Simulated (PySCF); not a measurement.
Species: C₆H₈F₂.
Geometry (GFN2-xTB, Å), atoms numbered from 1 in this order:
```xyz
16
C6H8F2 angstrom
F      2.1716    0.5168   -1.0455
C      1.9754    0.1967    0.2761
C      0.5165   -0.1176    0.5533
C     -0.1110   -1.1560   -0.4055
C     -1.0904   -0.0969   -0.8973
C     -1.8601    0.4457    0.2589
F     -2.1448   -0.3461    1.3344
C     -0.4681    0.9299    0.0318
H      2.6114   -0.6694    0.4883
H      2.3127    1.0600    0.8600
H      0.4107   -0.3414    1.6176
H      0.5824   -1.4747   -1.1795
H     -0.5663   -2.0256    0.0656
H     -1.4327   -0.0009   -1.9140
H     -2.6866    1.1205    0.0720
H     -0.2282    1.9679   -0.1276
```

Jobs on this species (16 atoms, 62 electrons) with PySCF (density fitting). Hardware of each: one thread of an Arm Neoverse V1, shared host. The host was shared with other jobs, so the times are rough. Peak memory is the resident size of the whole Python process, interpreter and libraries included.

Task: Rank these jobs by wall time, shortest first.
A. PBE0/pcSseg-1; shieldings, ring-centre shieldings, charges and field gradients, density and orbital grids written; 176 basis functions
B. PBE0/def2-SVPD; 6 singlets by full TDDFT, 2 Tamm–Dancoff triplets, polarisability, density and orbital grids written; 230 basis functions
C. HF/3-21G, fitting basis def2-qzvpp-jkfit; shieldings, ring-centre shieldings; 88 basis functions
D. PBE/ANO-RCC-VDZP, energy threshold 1e-11 Eh; shieldings, ring-centre shieldings, charges and field gradients, density and orbital grids written; 152 basis functions
E. B97-D/MINI, IEF-PCM acetonitrile, grid level 4; spin–spin couplings from 16 perturbed nuclei, spin–dipole term for 2 of them; 48 basis functions

Result: C (2.8 s), E (9.8 s), A (28 s), B (45 s), D (1.8 min).

All jobs:

```csv
level and settings,work,basis functions,SCF cycles,wall time,peak memory
"HF/3-21G, fitting basis def2-qzvpp-jkfit","shieldings, ring-centre shieldings",88,10,2.8 s,0.46 GiB
"B97-D/MINI, IEF-PCM acetonitrile, grid level 4","spin–spin couplings from 16 perturbed nuclei, spin–dipole term for 2 of them",48,12,9.8 s,0.53 GiB
HF/pcSseg-1,"shieldings, ring-centre shieldings",176,10,10 s,0.78 GiB
"PBE0/pcSseg-0, grid level 4, start guess huckel","6 singlets by full TDDFT, polarisability",88,15,23 s,0.58 GiB
PBE0/pcSseg-1,"shieldings, ring-centre shieldings, charges and field gradients, density and orbital grids written",176,13,28 s,0.79 GiB
"PBE0/def2-SVPD, IEF-PCM chloroform","1 singlet by full TDDFT, polarisability",230,12,28 s,0.98 GiB
HCTH407/pcSseg-1,"shieldings, ring-centre shieldings, charges and field gradients",176,14,33 s,0.68 GiB
PBE0/def2-SVPD,"6 singlets by full TDDFT, 2 Tamm–Dancoff triplets, polarisability, density and orbital grids written",230,13,45 s,0.90 GiB
"PBE/ANO-RCC-VDZP, energy threshold 1e-11 Eh","shieldings, ring-centre shieldings, charges and field gradients, density and orbital grids written",152,13,1.8 min,0.63 GiB
```

Task: What do all jobs in the table cost together?

Result: About 4.8 min; the longest takes about 38 % of that, and about 39 times as long as the shortest.

B97-D is run here without its empirical dispersion term; that term would change no orbital, density or response property at a fixed geometry.
